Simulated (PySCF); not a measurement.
**Molecular orbitals of Tl₂**

PBE0 at R = 3.148 Å; Tl def2-SVPD with ECP60; scalar-relativistic core potentials (PySCF 2.14). State: ³Πu (triplet), unpaired electrons σ ↑, π ↑. Only the outer orbitals are listed.

| spin | orbital | occ. | ε (eV) | main shells (%) |
| --- | --- | --- | --- | --- |
| α | σg | 1 | -11.65 | 96 s |
| α | σu | 1 | -9.77 | 95 s |
| α | σg | 1 | -4.15 | 96 p |
| α | πu | 1 | -3.79 | 97 p |
| α | πu | 0 | -2.44 | 99 p |
| α | πg | 0 | -1.29 | 92 p, 8 d |
| α | πg | 0 | -1.00 | 88 p, 12 d |
| β | σg | 1 | -10.76 | 98 s |
| β | σu | 1 | -9.01 | 94 s |
| β | πu | 0 | -2.04 | 98 p |
| β | σg | 0 | -1.83 | 95 p |
| β | πu | 0 | -1.69 | 99 p |

Question: Which are the highest filled and the lowest empty level, where do they sit, and how wide is the gap?

Answer: Highest filled α πu at -3.79 eV (in %: 97 p); lowest empty α πu at -2.44 eV (in %: 99 p); the gap at PBE0 is 1.35 eV. Both belong to one degenerate shell, split only by its one-sided filling, so this is no excitation gap.

- bond order (Mayer): 1.15
- ⟨S²⟩: 2.005
- polarisability along the bond: 260.0 bohr³
- polarisability across the bond: 106.4 bohr³

Spin–orbit coupling is left out, which matters for elements this heavy, above all for dissociation energies. The state is the lowest determinant that a PBE0 search found; another state may lie lower at other levels.
